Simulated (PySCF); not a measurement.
## Excitation energy of La²⁺ by level of theory

La²⁺ [Xe] 5d1 (2D) → La²⁺ [Xe] 6s1 (2S), as a difference of total energies. Computed with PySCF 2.14 in x2c-QZVPPall (16s10p9d6f2g, 151 functions), with scalar relativity by spin-free X2C-1e. The calculations carry no spin-orbit coupling.

```json
{"method": "UHF", "excitation energy (eV)": "1.539"}
{"method": "B3LYP", "excitation energy (eV)": "1.535"}
{"method": "TPSS", "excitation energy (eV)": "1.960"}
```

The basis was made for the ground configuration and has no added diffuse functions, so the excitation energy can come out too high.
